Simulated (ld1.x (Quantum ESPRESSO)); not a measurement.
## Sn, TM: configuration errors across variants

```
Element                 : tin
Generator               : ld1.x (Quantum ESPRESSO) 7.5
Type                    : norm-conserving Troullier–Martins (Kleinman–Bylander form)
Functional              : LDA (PZ)
Relativity              : scalar-relativistic
Frozen core             : [Kr]
Valence charge          : 14
Reference configuration : 4d10 5s2 5p1.75 (charge +0.25)
Partial waves           : 5s (bound): rc 1.90 bohr; 5p (bound): rc 2.45 bohr; 4d (bound): rc 1.55 bohr
Local potential         : the d channel
Core correction         : a·sin(br)/r model core inside 1.40 bohr
```

All-electron excitation energies from the reference (eV): (1) 4d10 5s2 5p2 -1.159; (2) 4d10 5s2 5p1 5.939; (3) 4d10 5s2 5p0 20.203; (4) 4d10 5s1 5p2 13.673; (5) 4d10 5s2 5p1.5 1.557; (6) 4d10 5s1 5p0 51.654; (7) 4d10 5s0 5p4 13.241; (8) 4d10 5s2 5p1.75 spin -0.388; (9) 4d10 5s2 5p2 spin -1.634.

Spin tests fill each open shell by Hund’s rule, majority spin first.

A true bound ghost makes a file unfit for plane-wave use even where its test errors are small: the radial tests pick states by their node count and pass the ghost by.

Errors AE − PS in meV (a dash: test not solved or not reliable):

| change | (1) | (2) | (3) | (4) | (5) | (6) | (7) | (8) | (9) | bound ghosts |
| --- | --- | --- | --- | --- | --- | --- | --- | --- | --- | --- |
| base | +0.4 | -1.2 | -5.0 | -2.7 | -0.3 | -15 | -9.4 | +2.7 | +3.4 | s, p |
| wave 5p (bound): rc 2.45 bohr becomes 5p (bound): rc 1.64 bohr | +0.2 | -2.0 | -2.4 | -9.6 | -0.4 | -9.3 | -19 | +0.4 | +0.3 | s, p |
| wave 5p (bound): rc 2.45 bohr becomes 5p (bound): rc 1.86 bohr | +0.3 | -1.4 | -3.7 | -4.0 | -0.3 | -15 | -6.4 | +0.7 | +0.9 | s, p |
| wave 5p (bound): rc 2.45 bohr becomes 5p (bound): rc 2.42 bohr | +0.4 | -1.2 | -5.0 | -2.7 | -0.3 | -15 | -9.4 | +2.7 | +3.4 | s, p |
| wave 5p (bound): rc 2.45 bohr becomes 5p (bound): rc 2.84 bohr | +0.4 | -1.5 | -8.6 | -0.6 | -0.3 | -27 | +0.4 | +0.4 | +0.8 | s, p |
| wave 5p (bound): rc 2.45 bohr becomes 5p (bound): rc 3.12 bohr | +0.3 | -2.2 | -16 | +3.0 | -0.4 | -48 | +14 | -2.7 | -2.8 | s, p |
| wave 5p (bound): rc 2.45 bohr becomes 5p (bound): rc 3.38 bohr | +0.3 | -3.0 | -26 | +6.7 | -0.4 | -71 | +27 | -5.5 | -6.0 | s, p |
| wave 5p (bound): rc 2.45 bohr becomes 5p (bound): rc 3.70 bohr | +0.3 | -4.3 | -42 | +12 | -0.5 | -109 | +44 | -9.1 | -10 | s, p |

Problem. Give the same row for: wave 5p (bound): rc 2.45 bohr becomes 5p (bound): rc 2.24 bohr.

Solution. +0.4, -1.2, -4.9, -2.8, -0.3, -15, -9.6, +2.7, +3.4; bound ghosts: s, p.
